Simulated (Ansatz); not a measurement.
Compare A (`BC[SiH2]S`) with its isomer B (`CBS[SiH3]`).

Isolated molecules relaxed with PBE0-D4/def2-TZVP in Ansatz; ΔE leaves out vibrations. CCSD(T)/CBS adds triple-zeta CCSD(T) − MP2 to the extrapolated MP2 energy (def2 sets, frozen cores). Functionals use def2-TZVPP. B3LYP here is the variant with VWN-RPA as its local correlation; programs differ in this. One conformer a species, not always the lowest.

**Question.** Which is lower in electronic energy at CCSD(T)/CBS, and by how much? (Estimate.)

**Answer.** Computed: B, by 18.8 kcal/mol.

**Question.** Give E(B) − E(A) in kcal/mol with PBE-D4, CCSD(T)/def2-SVP, B3LYP-D4, B3LYP, ωB97M-V, B2PLYP, HF/def2-TZVPP. (Best estimate.)

**Answer.** Computed: PBE-D4 -20.1, CCSD(T)/def2-SVP -22.6, B3LYP-D4 -19.3, B3LYP -19.4, ωB97M-V -18.3, B2PLYP -19.4, HF/def2-TZVPP -18.2. None reverses the order clearly.

**Question.** Does the order hold for the free energy at 298.15 K (harmonic terms from PBE0-D4)? (An estimate is asked.)

**Answer.** Computed: Yes: G(B) − G(A) = -17.7 kcal/mol, for one conformer each. Modes under 60 cm⁻¹, often nearly free rotors, make the harmonic entropy too high.

Largest T1 diagnostic: 0.013.

At CCSD(T), def2-SVP lies −3.8 kcal/mol from the extrapolated value and def2-TZVPP −0.1 kcal/mol. Leaving LDA and LC-ωPBE aside and taking each functional with its dispersion term where it has one, the values, not all of them listed here, spread over 1.9 kcal/mol, from B97M-V to ωB97M-V.
